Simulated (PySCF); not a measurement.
First SCF of a structure search on singlet FRuN, at a hand-made linear geometry. PySCF input:

```python
from pyscf import gto, scf, dft
mol = gto.M(atom='''
Ru     0.000000     0.000000     0.000000
N      0.000000     0.000000    -1.740000
F      0.000000     0.000000     1.890000''',
    basis={'Ru': 'def2-TZVP', 'N': 'def2-TZVP', 'F': 'def2-TZVP'},
    ecp={'Ru': 'def2-TZVP'},
    charge=0, spin=0)
mf = dft.RKS(mol, xc='PBE0')
mf.grids.atom_grid = (50, 194)
aux = {'Ru': 'def2-universal-JKFIT', 'N': 'def2-universal-JKFIT', 'F': 'def2-universal-JKFIT'}
mf = mf.density_fit(auxbasis=aux)
mf.conv_tol = 1e-08
mf.diis_space = 10
mf.max_cycle = 60
mf.init_guess = 'minao'
mf.verbose = 4
mf.kernel()
```

Excerpt of the output (cycles and frontier levels):

```
init E= -241.334965613481
  HOMO = -0.641943786718258  LUMO = -0.471316782083246  gap/eV = 4.64300
cycle= 1 E= -247.961194675403  delta_E= -6.63  |g|= 2.68  |ddm|= 4.51
cycle= 2 E= -229.228174586648  delta_E= 18.7  |g|= 7.92  |ddm|= 20.6
  HOMO = -0.190500573885254  LUMO = -0.157574138737878  gap/eV = 0.89597
cycle= 3 E= -248.236646463752  delta_E=  -19  |g|= 2.33  |ddm|= 20.5
  HOMO = -0.231824730895539  LUMO = -0.15224409842839  gap/eV = 2.16550
cycle= 4 E= -248.885638203197  delta_E= -0.649  |g|= 1.61  |ddm|= 1.41
  HOMO = -0.222201140913833  LUMO = -0.118021688644081  gap/eV = 2.83487
cycle= 5 E= -249.293238157573  delta_E= -0.408  |g|= 0.388  |ddm|= 0.762
  HOMO = -0.287530463977948  LUMO = -0.159718310984879  gap/eV = 3.47795
cycle= 6 E= -249.315728123324  delta_E= -0.0225  |g|= 0.177  |ddm|= 0.226
  HOMO = -0.277892373300672  LUMO = -0.151283709788391  gap/eV = 3.44520
cycle= 7 E= -249.321969294864  delta_E= -0.00624  |g|= 0.0175  |ddm|= 0.0869
  HOMO = -0.276756442346641  LUMO = -0.150270694386851  gap/eV = 3.44185
cycle= 8 E= -249.321967073902  delta_E= 2.22e-06  |g|= 0.0182  |ddm|= 0.0157
  HOMO = -0.276707725662635  LUMO = -0.150064307253139  gap/eV = 3.44614
cycle= 9 E= -249.322014047266  delta_E= -4.7e-05  |g|= 0.00814  |ddm|= 0.00451
  HOMO = -0.276965503755481  LUMO = -0.15016292721554  gap/eV = 3.45047
cycle= 10 E= -249.322026726092  delta_E= -1.27e-05  |g|= 0.00146  |ddm|= 0.00279
  HOMO = -0.277040550203019  LUMO = -0.150189652147766  gap/eV = 3.45179
cycle= 11 E= -249.322027159283  delta_E= -4.33e-07  |g|= 0.000199  |ddm|= 0.000825
  HOMO = -0.277035757227555  LUMO = -0.150188245983273  gap/eV = 3.45170
cycle= 12 E= -249.322027169153  delta_E= -9.87e-09  |g|= 4.7e-05  |ddm|= 0.000147
  HOMO = -0.277023042829426  LUMO = -0.150182572679093  gap/eV = 3.45150
Extra cycle  E= -249.322027159279  delta_E= 9.87e-09  |g|= 0.000244  |ddm|= 0.000138
converged SCF energy = -249.322027159279
```

No lower solution of this spin was found from smeared starts or by a stability analysis within the restricted form, which does not test spin polarisation.

The search for the lowest solution, 3 starts and the stability check together, took 10 s on 2 threads of a shared Arm Neoverse N1 host, with 102 basis functions; the process peaked at 0.39 GiB. Launch command: `OMP_NUM_THREADS=2 python axn.py task.json out`.
